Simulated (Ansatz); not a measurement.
Start from `OC[SiH2][AsH2]` and change one atom or group to get `OC[SiH2][SiH3]`.

Ansatz, PBE0-D4/def2-TZVP geometries, multiplicity 1. Each molecule was computed in one conformer, which needn't be the lowest.

Scalar relativity is left out up to krypton.

```json
{"property": "HOMO–LUMO gap (ωB97M-V/def2-TZVPP) / eV", "`OC[SiH2][AsH2]`": "11.38"}
{"property": "HOMO–LUMO gap (B3LYP/def2-TZVPP) / eV", "`OC[SiH2][AsH2]`": "7.24"}
{"property": "size of the dipole moment (B3LYP/def2-TZVPP) / D", "`OC[SiH2][AsH2]`": "2.24"}
{"property": "HOMO–LUMO gap (PBE0/def2-TZVPP) / eV", "`OC[SiH2][AsH2]`": "7.71"}
{"property": "LUMO energy (B3LYP/def2-TZVPP) / eV", "`OC[SiH2][AsH2]`": "0.16"}
{"property": "HOMO energy (ωB97M-V/def2-TZVPP) / eV", "`OC[SiH2][AsH2]`": "-9.35"}
```

Question: Give the same properties after the change, and the shifts. (Estimate.)

Answer: The calculation gave: 
```tsv
property	`OC[SiH2][SiH3]`	shift
HOMO–LUMO gap (ωB97M-V/def2-TZVPP) / eV	11.36	-0.02
HOMO–LUMO gap (B3LYP/def2-TZVPP) / eV	7.04	-0.20
size of the dipole moment (B3LYP/def2-TZVPP) / D	1.13	-1.11
HOMO–LUMO gap (PBE0/def2-TZVPP) / eV	7.46	-0.25
LUMO energy (B3LYP/def2-TZVPP) / eV	-0.22	-0.38
HOMO energy (ωB97M-V/def2-TZVPP) / eV	-9.72	-0.37
```

With PBE0 the HOMO falls by 0.21 eV and the LUMO falls by 0.47 eV, so the gap narrows by about 0.26 eV. PBE moves the HOMO by 0.16 eV and ωB97M-V by -0.37 eV. Dipoles are sizes alone; their direction can turn.

B3LYP here is the variant with VWN-RPA as its local correlation; programs differ in this.
